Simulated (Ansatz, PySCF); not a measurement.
C6H6O, SMILES C#CC1(C=O)CC1. Atoms are numbered in the order given.

```xyz
13

C      0.7006     2.6227    -0.0001
C      0.3355     1.4696    -0.0001
C     -0.0714     0.0776     0.0000
C      1.0321    -0.9423     0.0001
O      0.8274    -2.1298     0.0005
C     -1.3416    -0.3327    -0.7409
C     -1.3418    -0.3326     0.7408
H      1.0204     3.6501    -0.0002
H      2.0676    -0.5234    -0.0002
H     -1.2836    -1.2991    -1.2492
H     -1.8673     0.4652    -1.2711
H     -1.8675     0.4653     1.2707
H     -1.2837    -1.2990     1.2492
```

The structure is a stationary point at ωB97X-D3(BJ)/def2-SVP. The values are those of a single conformer.

Two levels are set side by side: PBE-D3(BJ)/def2-SVP (Ansatz, a quantum-chemistry and plane-wave program) and ωB97X-D3(BJ)/def2-SVP (PySCF). Each level has its own optimised geometry; the coordinates shown are those of the second. Frequencies come from the Hessian of PySCF at each geometry. Differences are taken from unrounded values.

```json
[
 {"quantity": "mean bond length (Å)", "ωB97X-D3(BJ)": "1.267"},
 {"quantity": "bond C1–C2 (Å)", "ωB97X-D3(BJ)": "1.210"},
 {"quantity": "bond C2–C3 (Å)", "ωB97X-D3(BJ)": "1.450"},
 {"quantity": "bond C3–C4 (Å)", "ωB97X-D3(BJ)": "1.503"},
 {"quantity": "bond C3–C6 (Å)", "ωB97X-D3(BJ)": "1.527"},
 {"quantity": "bond C3–C7 (Å)", "ωB97X-D3(BJ)": "1.527"},
 {"quantity": "bond C4–O5 (Å)", "ωB97X-D3(BJ)": "1.205"},
 {"quantity": "bond C6–C7 (Å)", "ωB97X-D3(BJ)": "1.482"},
 {"quantity": "bond C1–H8 (Å)", "ωB97X-D3(BJ)": "1.076"},
 {"quantity": "bond C4–H9 (Å)", "ωB97X-D3(BJ)": "1.117"},
 {"quantity": "bond C6–H10 (Å)", "ωB97X-D3(BJ)": "1.093"},
 {"quantity": "bond C6–H11 (Å)", "ωB97X-D3(BJ)": "1.093"},
 {"quantity": "bond C7–H12 (Å)", "ωB97X-D3(BJ)": "1.093"},
 {"quantity": "bond C7–H13 (Å)", "ωB97X-D3(BJ)": "1.093"},
 {"quantity": "highest harmonic wavenumber (cm⁻¹)", "ωB97X-D3(BJ)": "3485"},
 {"quantity": "mean harmonic wavenumber (cm⁻¹)", "ωB97X-D3(BJ)": "1349"},
 {"quantity": "zero-point energy (kcal/mol)", "ωB97X-D3(BJ)": "63.64"}
]
```

Q: What does PBE-D3(BJ) give, and how far is it from ωB97X-D3(BJ)? (Estimate from the structure and the level; the computed values follow.)

A: 
| quantity | PBE-D3(BJ) | PBE-D3(BJ) minus ωB97X-D3(BJ) |
|---|---|---|
| mean bond length (Å) | 1.275 | 0.008 |
| bond C1–C2 (Å) | 1.224 | 0.015 |
| bond C2–C3 (Å) | 1.440 | -0.010 |
| bond C3–C4 (Å) | 1.508 | 0.005 |
| bond C3–C6 (Å) | 1.545 | 0.018 |
| bond C3–C7 (Å) | 1.545 | 0.018 |
| bond C4–O5 (Å) | 1.216 | 0.011 |
| bond C6–C7 (Å) | 1.482 | 0.001 |
| bond C1–H8 (Å) | 1.081 | 0.005 |
| bond C4–H9 (Å) | 1.128 | 0.011 |
| bond C6–H10 (Å) | 1.101 | 0.008 |
| bond C6–H11 (Å) | 1.100 | 0.007 |
| bond C7–H12 (Å) | 1.100 | 0.007 |
| bond C7–H13 (Å) | 1.101 | 0.008 |
| highest harmonic wavenumber (cm⁻¹) | 3408 | -76 |
| mean harmonic wavenumber (cm⁻¹) | 1286 | -63 |
| zero-point energy (kcal/mol) | 60.68 | -2.95 |

GGA bonds tend to be longer and softer than those of functionals with exact exchange. Differences between two approximate levels are no errors against the true value.
